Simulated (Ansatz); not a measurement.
`[SiH3][SiH]1BO1` → `B1O[SiH2]1` + `[SiH2]` at 400 K and 1 bar (silylene loss).

Calculated with Ansatz (gas phase, PBE0-D4/def2-TZVP geometries, no zero-point term in ΔE). CBS: MP2 limit from def2 TZ/QZ plus the TZ coupled-cluster correction, frozen cores. This one scheme is used for every species.

```json
{"species": "`[SiH3][SiH]1BO1`", "CCSD(T)/CBS energy (Eh)": "-681.13719", "H − E (kJ/mol)": "161.5", "S (J/(mol·K))": "361.9"}
{"species": "`B1O[SiH2]1`", "CCSD(T)/CBS energy (Eh)": "-390.85529", "H − E (kJ/mol)": "105.2", "S (J/(mol·K))": "284.1"}
{"species": "`[SiH2]`", "CCSD(T)/CBS energy (Eh)": "-290.19011", "H − E (kJ/mol)": "44.2", "S (J/(mol·K))": "218.1"}
```

H − E and S are ideal-gas, rigid-rotor, harmonic terms from PBE0-D4/def2-TZVP, for one conformer and one mirror image of each species. 1 Eh = 2625.50 kJ/mol, R = 8.31446 J/(mol·K).

Task: By hand: ΔE, ΔH, ΔS and ΔG.

Result: ΔE = (-390.85529) + (-290.19011) − (-681.13719) = 0.09179 Eh = 241.0 kJ/mol. Δ(H − E) = 105.2 + 44.2 − 161.5 = -12.1, so ΔH = 228.9 kJ/mol. ΔS = 284.1 + 218.1 − 361.9 = 140.3 J/(mol·K). ΔG = 228.9 − 400 × (140.3)/1000 = 172.8 kJ/mol.

Task: By hand: the equilibrium constant, and the temperature at which ΔG would vanish if ΔH and ΔS stayed fixed.

Result: log₁₀ K = −ΔG/(RT ln 10) = -22.6. ΔG = 0 at ΔH/ΔS = 1632 K.

The number of gas molecules changes by +1, which sets the sign of ΔS. A doubt of 5 kJ/mol in ΔE shifts log₁₀ K by 0.7 here. Other conformers and mirror images would add mixing entropy, several J/(mol·K) or more a flexible species. These are equilibria of isolated gas molecules and say nothing of rates. Largest T1 diagnostic: 0.017 (customary marks: 0.02 for closed shells, 0.045 for open ones).
